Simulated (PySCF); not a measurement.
C8H9N3O2, SMILES COc1nnc(-c2cccn2C)o1. Atoms are numbered in the order given.

```xyz
22

C      1.3468     3.7151     0.0000
O     -0.0470     3.4700     0.0000
C     -0.4552     2.2239     0.0000
N     -1.6734     1.8033     0.0000
N     -1.5906     0.4298     0.0000
C     -0.3332     0.1147     0.0000
C      0.3134    -1.1674     0.0000
C      1.6743    -1.4553     0.0000
C      1.8012    -2.8596     0.0000
C      0.5192    -3.3800     0.0000
N     -0.3785    -2.3562     0.0000
C     -1.8153    -2.5100     0.0000
O      0.4564     1.2297     0.0000
H      1.8251     3.2915     0.8966
H      1.8251     3.2915    -0.8966
H      1.4624     4.8047     0.0000
H      2.4711    -0.7152     0.0000
H      2.7239    -3.4354     0.0000
H      0.1758    -4.4125     0.0000
H     -2.0487    -3.5819     0.0000
H     -2.2598    -2.0343     0.8844
H     -2.2598    -2.0343    -0.8844
```
Charge 0, spin multiplicity 1.

The structure is a stationary point at PBE0-D3(BJ)/def2-SVP. The structure was generated by enumeration, and PubChem lists no compound with its InChIKey, so it may never have been made. The values are those of a single conformer.

These are PySCF with TDA-B3LYP/def2-SVP values and carry that method's errors.

Vertical excitations. Gas-phase values at a fixed geometry. State labels are in the subgroup Cs.

Computed lowest excited states:
```tsv
state	symmetry	energy (eV)	λ (nm)	f	main pairs
S1	A'	4.96	250	0.754	HOMO→LUMO 92 %
S2	A"	5.39	230	0.002	HOMO−2→LUMO 99 %
S3	A'	5.59	222	0.050	HOMO−1→LUMO 83 %
S4	A'	6.15	202	0.009	HOMO−3→LUMO 50 %, HOMO→LUMO+1 41 %
S5	A"	6.39	194	0.003	HOMO→LUMO+2 97 %
S6	A'	6.56	189	0.057	HOMO→LUMO+1 40 %, HOMO−3→LUMO 30 %, HOMO→LUMO+3 15 %
T1	A'	3.22	385	0	HOMO→LUMO 96 %
T2	A'	4.51	275	0	HOMO−1→LUMO 94 %
```
Triplets are in the Tamm–Dancoff approximation.
